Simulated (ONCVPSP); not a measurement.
fluorine: excitation energies, all-electron against ONCV

```json
{
 "Element": "F",
 "Generator": "ONCVPSP 4.0.1",
 "Type": "optimised norm-conserving Vanderbilt (ONCV)",
 "Functional": "BLYP",
 "Relativity": "scalar-relativistic",
 "Frozen core": "[He]",
 "Valence charge": "7",
 "Reference configuration": "2s2 2p4 (charge +1)",
 "Partial waves": "2s: rc 0.85 bohr, ncon 5, nbas 9, qcut 8.4 1/bohr, 2 projectors, debl 3.6 Ha; 2p: rc 1.30 bohr, ncon 4, nbas 8, qcut 13.3 1/bohr, 1 projector",
 "Local potential": "polynomial inside 0.65 bohr (lpopt 5, dvloc0 6 Ha)",
 "Core correction": "Teter function, fcfact 4.75, rcfact 1.25"
}
```

Energies are relative to the spin-unpolarised reference configuration 2s2 2p4; without spin polarisation the order of configurations can differ from experiment.

```
valence configuration  charge  ΔE all-electron (eV)  error AE − PS (meV)
              2s2 2p2      +3                99.106                 +272
              2s2 2p1      +4               185.021                +1012
```

**Question.** What are ΔE and the potential's error for 2s2 2p5?

**Answer.** ΔE = -19.400 eV all-electron; the error (AE − PS) is +8.4 meV.

**Question.** What are ΔE and the potential's error for 2s2 2p3?

**Answer.** ΔE = 38.409 eV all-electron; the error (AE − PS) is +37 meV.

Levels in the configuration 2s2 2p1:

| level | all-electron (eV) | pseudo (eV) |
| --- | --- | --- |
| 2s | -116.645 | -116.297 |
| 2p | -99.430 | -98.291 |
